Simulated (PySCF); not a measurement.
# Deuteron quadrupole couplings in `CCc1cccnc1`

Species: C₇H₉N.
Cartesian coordinates in Å at the PBE0-D3(BJ)/def2-SVP level; atoms count from 1:
```
atom  x, y, z in Å
C1    -2.312    0.527    0.581
C2    -1.398    0.049   -0.545
C3     0.018   -0.163   -0.087
C4     0.961    0.868   -0.081
C5     2.243    0.624    0.400
C6     2.544   -0.656    0.865
N7     1.663   -1.653    0.866
C8     0.443   -1.405    0.403
H9    -3.341    0.679    0.221
H10   -2.343   -0.205    1.402
H11   -1.956    1.480    1.002
H12   -1.409    0.782   -1.368
H13   -1.789   -0.893   -0.963
H14    0.689    1.860   -0.457
H15    3.002    1.410    0.413
H16    3.544   -0.884    1.251
H17   -0.261   -2.247    0.410
```

Level: PBE0/pcSseg-1 (PySCF, non-relativistic); Q(2H) = 0.00286 b; rigid geometry, the same for H and D, with no vibrational averaging.

Task: Tabulate Vzz, the asymmetry η and χzz = 234.96 MHz × Q × Vzz for every hydrogen position.

Result: 
| atom | bonded to | bond length (Å) | Vzz (au) | η | χzz (kHz) |
| --- | --- | --- | --- | --- | --- |
| H9 | C1 | 1.101 | 0.2923 | 0.02 | 196 |
| H10 | C1 | 1.101 | 0.2903 | 0.03 | 195 |
| H11 | C1 | 1.101 | 0.2906 | 0.03 | 195 |
| H12 | C2 | 1.102 | 0.2852 | 0.02 | 192 |
| H13 | C2 | 1.102 | 0.2848 | 0.03 | 191 |
| H14 | C4 | 1.094 | 0.2999 | 0.06 | 202 |
| H15 | C5 | 1.092 | 0.3044 | 0.06 | 205 |
| H16 | C6 | 1.096 | 0.2945 | 0.06 | 198 |
| H17 | C8 | 1.098 | 0.2912 | 0.07 | 196 |

Task: How does χzz go with the bond length over the 9 C–H bonds?

Result: A straight-line fit has a slope of -11.2 kHz for each 0.01 Å, with a correlation coefficient of -0.95, over lengths from 1.092 to 1.102 Å. The longer bonds have the smaller couplings here.

Task: A static deuteron (I = 1) shows a doublet split by (3/2)χ, (3/4)χ(1 + η) and (3/4)χ(1 − η) with the field along z, y and x of the gradient. What are these for H14?

Result: With |χ| = 201.5 kHz and η = 0.057: 302, 160 and 143 kHz, to first order and without motion.

Isolated species at its PBE0-D3(BJ)/def2-SVP geometry (one conformer only). With so small a basis the couplings can be 20 % off.
